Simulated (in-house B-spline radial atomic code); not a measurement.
Settings and results of a run for Rb. Level of theory: non-relativistic r2SCAN, spin-polarised, spherical fractional occupations, point nucleus, inside a hard spherical wall at 3.74 bohr; calculated with a radial B-spline atomic code at the basis-set limit.

Command:
```bash
python run_scf.py task.json out
```
Settings:
```
Z                37
configuration    [Ar] 3d10 4s1 4p6 5s1 5f1
hamiltonian      nr
method           r2scan
spin_polarised   True
wall_radius      3.74
```

Output (hartree, bohr):
```
 radial grid: 42 intervals, B-splines of order 8, outer radius 3.74 bohr

 iter        energy (Eh)    residual
    1       -2935.549448    7.39e-02
    2       -2935.555444    1.70e-03
    3       -2935.555470    9.42e-04
    4       -2935.555477    4.75e-04
    5       -2935.555480    5.98e-05
    6       -2935.555480    8.67e-06
    7       -2935.555480    1.50e-06
    8       -2935.555480    9.26e-07
    9       -2935.555480    3.31e-08

 total energy                     -2935.55548
 kinetic                            2942.8169
 electron-nucleus                  -7026.4436
 Hartree                            1247.8758
 exchange-correlation                -99.8045

 orbital      occ     eigenvalue          <r>       <r^2>       <1/r>     <1/r^2>       <r^4>       r_max
 1s up      1.000      -542.8971    0.0412958   0.0022837     36.4881     2675.31 1.32554e-05     0.02729
 1s down    1.000      -542.8892    0.0412963  0.00228375     36.4876     2675.25 1.32557e-05     0.02729
 2s up      1.000       -71.7019     0.182075   0.0390231     8.14827     270.912   0.0026189      0.1535
 2s down    1.000       -71.6988     0.182081   0.0390244     8.14765     270.867  0.00261874      0.1535
 2p up      3.000       -64.9969     0.156923   0.0300639     8.11562      89.648  0.00180036      0.1214
 2p down    3.000       -64.9919      0.15693   0.0300657     8.11526     89.6413  0.00180038      0.1214
 3s up      1.000       -10.5641     0.520629    0.311174     2.73397     45.9722    0.152461      0.4602
 3s down    1.000       -10.5497     0.520303    0.310595      2.7344     45.9701    0.151391      0.4603
 3p up      3.000        -8.1198     0.523162    0.319679     2.62177     14.8208     0.17098      0.4505
 3p down    3.000        -8.1034     0.522474    0.318561     2.62373     14.8373    0.169028      0.4506
 3d up      5.000        -3.7423     0.524935    0.337603       2.389     7.37641    0.238183      0.3942
 3d down    5.000        -3.7220     0.522566    0.333841     2.39554     7.40795    0.231283      0.3941
 4s up      1.000        -1.0018      1.46597     2.42633    0.902266     6.15791      8.7371       1.286
 4p up      3.000        -0.4252      1.63713     3.02055    0.793271     1.79857     13.2934       1.426
 4p down    3.000        -0.3479      1.66551     3.11753    0.774486     1.69761     14.0151       1.455
 5s up      1.000         0.7440      2.32718     6.01727    0.595666     3.47304     45.9224        2.66
 5f up      1.000         2.6683      2.02152     4.83233     0.61087    0.468247     37.0564       1.409
```

Cost of the run: 0.11 s on 1 thread of Arm Neoverse V2, with other jobs on the host.
